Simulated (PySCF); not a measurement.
Species: BrH7Si3.
Numbering: `[SiH3:1][SiH2:2][SiH2:3][Br:4]` (hydrogens: H5, H6, H7 on Si1; H8, H9 on Si2; H10, H11 on Si3)

Method used: PySCF 2.14.0, PBE0-D3(BJ)/def2-SVP geometry optimisation, gas phase.

(1) List the bond lengths, angles and torsions at this level.

Results:

(1) 
```csv
bond,length (Å)
Si1–Si2,2.346
Si2–Si3,2.341
Si3–Br4,2.237
"Si1–H5, Si1–H6, Si1–H7",1.495
"Si2–H8, Si2–H9",1.496
"Si3–H10, Si3–H11",1.493
```

Bonds in one row agree within 0.01 Å and their mean is given. A selection of angles:
```csv
angle,degrees
Si2–Si1–H5,109.2
Si2–Si1–H7,111.3
H5–Si1–H6,108.7
Si1–Si2–Si3,110.1
Si1–Si2–H8,110.8
Si3–Si2–H8,108.0
H8–Si2–H9,109.3
Si2–Si3–Br4,107.7
Si2–Si3–H10,112.0
Br4–Si3–H10,108.2
H10–Si3–H11,108.7
```

Torsions: Si1–Si2–Si3–Br4 176° (antiperiplanar). The mirror-image conformer, all signs reversed, is as good.

Si2 (SiH2 silicon) is tetrahedral (angles from 107.9° to 110.8°). Si3 (SiH2 silicon) is tetrahedral (angles from 107.7° to 112.0°). Si1 (SiH3 silicon) is tetrahedral (angles from 108.7° to 111.3°).

Point group: near Cs, missed by 0.20 Å at most; the miss may be what the optimiser left on a soft mode. Stationary, but not proved a minimum. One conformer, not necessarily the lowest.

Time: 2.1 min wall; peak memory 0.52 GiB. Hardware: one thread of an Intel Xeon Platinum 8488C, no GPU (shared host). This is the geometry optimisation.
